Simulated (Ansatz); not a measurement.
Two structures of Si$_{2}$H$_{4}$Cl$_{2}$, closed shell, reached by relaxing down either side of one saddle point (PBE0-D4/def2-TZVP). Energies are electronic, without zero-point energy. Computed with Ansatz 0.2.0 (basis: def2-TZVPP and def2-QZVPP); correlated methods freeze the cores. Extrapolation: Hartree–Fock as exp(−7.88 √X), correlation as X^−2.97. First:

```json
{"atom": "Si1", "x (Å)": "-0.4390", "y (Å)": "0.7304", "z (Å)": "0.7043"}
{"atom": "Si2", "x (Å)": "0.4407", "y (Å)": "-0.9324", "z (Å)": "-0.6797"}
{"atom": "H3", "x (Å)": "-1.0798", "y (Å)": "0.2393", "z (Å)": "1.9456"}
{"atom": "Cl4", "x (Å)": "-1.8618", "y (Å)": "1.7859", "z (Å)": "-0.3326"}
{"atom": "Cl5", "x (Å)": "1.0691", "y (Å)": "2.0044", "z (Å)": "1.2666"}
{"atom": "H6", "x (Å)": "-0.6506", "y (Å)": "-1.8511", "z (Å)": "-1.0969"}
{"atom": "H7", "x (Å)": "1.0430", "y (Å)": "-0.2839", "z (Å)": "-1.8719"}
{"atom": "H8", "x (Å)": "1.4783", "y (Å)": "-1.6925", "z (Å)": "0.0646"}
```

Second:

| atom | x (Å) | y (Å) | z (Å) |
| --- | --- | --- | --- |
| Si1 | -0.5418 | 1.8720 | -0.2013 |
| Si2 | 0.4744 | -1.2700 | -0.3853 |
| H3 | 0.1570 | -0.3011 | 0.7120 |
| Cl4 | -2.3866 | 1.6446 | 0.7405 |
| Cl5 | 0.5777 | 2.7750 | 1.3055 |
| H6 | -0.7063 | -1.3727 | -1.2753 |
| H7 | 1.6499 | -0.7629 | -1.1319 |
| H8 | 0.7758 | -2.5848 | 0.2360 |

**Question.** Which bonds change from the first to the second?

**Answer.** Si₂H₄Cl₂ ([SiH3][SiH]([Cl])[Cl]) → SiCl₂ + SiH₄; bonds formed: Si2–H3; bonds broken: Si1–Si2, Si1–H3.

**Question.** Give the saddle point's structure and its height above each. (To be estimated.)

**Answer.** Computed: 52.25 kcal/mol above the first and 18.44 kcal/mol above the second (CCSD(T) at an estimated basis limit (MP2 extrapolated from triple and quadruple zeta, plus CCSD(T) − MP2 in triple zeta)).
```json
{"atom": "Si1", "x (Å)": "-0.2828", "y (Å)": "1.2652", "z (Å)": "0.0045"}
{"atom": "Si2", "x (Å)": "0.4315", "y (Å)": "-0.9278", "z (Å)": "-0.5142"}
{"atom": "H3", "x (Å)": "-0.2298", "y (Å)": "-0.1736", "z (Å)": "0.9103"}
{"atom": "Cl4", "x (Å)": "-2.2989", "y (Å)": "1.5286", "z (Å)": "0.3566"}
{"atom": "Cl5", "x (Å)": "0.7474", "y (Å)": "2.3455", "z (Å)": "1.4322"}
{"atom": "H6", "x (Å)": "-0.8417", "y (Å)": "-1.3637", "z (Å)": "-1.1303"}
{"atom": "H7", "x (Å)": "1.5240", "y (Å)": "-0.7329", "z (Å)": "-1.5071"}
{"atom": "H8", "x (Å)": "0.9503", "y (Å)": "-1.9413", "z (Å)": "0.4480"}
```

The T1 diagnostic stays at or below 0.013.

Losses and insertions of silylenes and their heavier kin drive the gas-phase chemistry of silicon and germanium vapour deposition.

Labels in which every atom is bracketed show which atoms are joined, not bond orders.

For scale, one of the runs: CCSD(T)/def2-TZVPP, 224 basis functions, launched by `ansatz run in.yaml --threads 4 --pin off --events-out ev --progress --plain --max-ram 9574MiB`. The run took 72 s on 4 CPU threads of an Arm Neoverse V1 (shared host), with 3.1 GiB of host memory at its peak.
